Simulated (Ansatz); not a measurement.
CH₂IN (`N=CI`), relaxed with RKS PBE-D4/def2-SVP in the Gaussian-basis code of Ansatz from a rough embedded geometry. The force threshold is 0.03 eV/Å; the program also tests the step.

Total charge 0; spin multiplicity 1. I: def2 effective core potential.

Start:

```xyz
5

N    -0.254   -0.790   -0.573
C     0.043    0.197    0.152
I    -1.210    0.554    1.720
H     0.476   -0.794   -1.314
H     0.945    0.833    0.014
```

| step | energy (eV) | largest force (eV/Å) | largest move (Å) |
| --- | --- | --- | --- |
| 1 | -10654.1226 | 1.589 | 0.000 |
| 2 | -10654.2503 | 1.130 | 0.136 |
| 3 | -10654.2734 | 0.854 | 0.056 |
| 4 | -10654.2975 | 0.464 | 0.044 |
| 5 | -10654.3016 | 0.083 | 0.020 |
| 6 | -10654.3019 | 0.025 | 0.004 |

End:

```xyz
5

N    -0.219   -0.795   -0.641
C     0.047    0.163    0.130
I    -1.215    0.625    1.806
H     0.492   -0.873   -1.391
H     0.895    0.880    0.096
```

Run time 3.9 s (2 threads of a server CPU on a shared host); peak host memory 0.15 GiB.
